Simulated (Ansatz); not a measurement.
Relaxation of B$_{2}$H$_{4}$OSi (8 atoms, charge 0, multiplicity 1), to a largest force component of 0.02 eV/Å in at most 50 steps.

The calculation used RKS B3LYP-D4/def2-mTZVP (Ansatz 0.2.0).

```xyz
8
Properties=species:S:1:pos:R:3
B -0.481 1.388 -0.359
Si 0.761 0.003 -0.146
B 0.007 -1.788 0.313
O 0.534 -0.765 1.298
H -1.183 1.429 -1.371
H -1.012 1.918 0.598
H 0.514 -2.817 0.080
H -0.770 -2.479 -0.099
```

**Question.** Where does it end, and by what steps?

**Answer.** It converged. After 18 steps the energy has fallen by 4.161 eV; O4 moved furthest, 1.48 Å. Parted: Si2–B3.

| step | energy less start (eV) | largest force component (eV/Å) | accepted |
| --- | --- | --- | --- |
| 0 | 0.0000 | 4.335 | yes |
| 1 | -1.6970 | 2.602 | yes |
| 2 | -2.6372 | 1.370 | yes |
| 3 | -2.9794 | 1.673 | yes |
| 4 | -3.2270 | 1.729 | yes |
| 5 | -3.6436 | 1.281 | yes |
| 6 | -3.8356 | 0.834 | yes |
| 7 | -3.9101 | 1.322 | yes |
| 8 | -4.0910 | 0.505 | yes |
| 9 | -4.1417 | 0.277 | yes |
| 10 | -4.1488 | 0.250 | yes |
| 11 | -4.1524 | 0.281 | yes |
| 12 | -4.1404 | 0.464 | no |
| 13 | -4.1592 | 0.101 | yes |
| 14 | -4.1596 | 0.081 | yes |
| 15 | -4.1605 | 0.025 | yes |
| 16 | -4.1610 | 0.030 | yes |
| 17 | -4.1606 | 0.083 | no |
| 18 | -4.1613 | 0.018 | yes |

```xyz
8
Properties=species:S:1:pos:R:3
B -0.551 1.675 -0.241
Si 0.829 0.182 -0.224
B 0.008 -2.378 0.331
O -0.289 -1.068 0.101
H -1.081 2.033 -1.250
H -0.796 2.314 0.738
H 1.149 -2.737 0.353
H -0.898 -3.133 0.504
```

Run time: 41 s on 2 threads of Arm Neoverse V1, with other jobs on the host, peak memory 0.18 GiB.
